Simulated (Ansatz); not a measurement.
A run on `[CH3][Cd][OH]` with other settings.

```yaml
crystal:
  periodic: [false, false, false]
  atoms:
    - {symbol: C, position_ang: [-1.132059, 0.697022, -0.306134]}
    - {symbol: Cd, position_ang: [0.538182, -0.411320, 0.269851]}
    - {symbol: O, position_ang: [2.056000, -1.497105, 0.916139]}
    - {symbol: H, position_ang: [-1.939282, 0.027951, -0.605454]}
    - {symbol: H, position_ang: [-0.877911, 1.343347, -1.146760]}
    - {symbol: H, position_ang: [-1.472900, 1.315581, 0.524674]}
    - {symbol: H, position_ang: [2.827979, -1.475486, 0.347684]}
basis:
  gaussian: {orbitals: def2-TZVPP}
hamiltonian: {xc: {name: wPBEh}}
output: {forces: true}
```

```sh
$ ansatz run in.yaml --threads 4 --pin off --events-out ev --progress --plain --max-ram 10444MiB
```

Output, abridged:

```
Functional definition: wPBEh
976 factors; their error is unknown
91 factors; integrals over basis functions are off by at most 7.7e-7 eV
mean field evaluation 1: about -7698.5106 eV, gradient 8.3e1 eV
mean field evaluation 2: about -7634.3235 eV, gradient 1.8e2 eV
mean field evaluation 4: about -7711.7940 eV, gradient 1.4e1 eV
mean field evaluation 8: about -7712.2260 eV, gradient 2.3e-1 eV
mean field evaluation 16: about -7712.3028 eV, gradient 5.6e-4 eV
mean field -7712.30284616 eV, -283.4219020097 hartree, gradient 9.8e-6 eV, S^2 0.000000; 0 other end points of the search recorded, 0 dependent functions left out
reference -7712.30288795 eV, -283.4219035456 hartree; 19, 19 occupied and 155, 155 virtual orbitals, 976 factors
Total energy: -7712.30288795 eV, -283.4219035456 hartree
Atom 0 at    -1.132059     0.697022    -0.306134 Å, force    -0.051732     0.033572    -0.016589 eV/Å
Atom 1 at     0.538182    -0.411320     0.269851 Å, force     0.052436    -0.030045     0.010185 eV/Å
Atom 2 at     2.056000    -1.497105     0.916139 Å, force     0.058140     0.008655    -0.053773 eV/Å
Atom 3 at    -1.939282     0.027951    -0.605454 Å, force     0.026454     0.022037     0.010159 eV/Å
Atom 4 at    -0.877911     1.343347    -1.146760 Å, force    -0.007479    -0.021404     0.027364 eV/Å
Atom 5 at    -1.472900     1.315581     0.524674 Å, force     0.010685    -0.020283    -0.027110 eV/Å
Atom 6 at     2.827979    -1.475486     0.347684 Å, force    -0.088505     0.007468     0.049764 eV/Å
Dipole moment:    -0.159644     0.279944    -0.326714 e Å
```

Run time 1.9 s (4 threads of an Arm Neoverse V2 on a shared host); peak host memory 0.34 GiB.
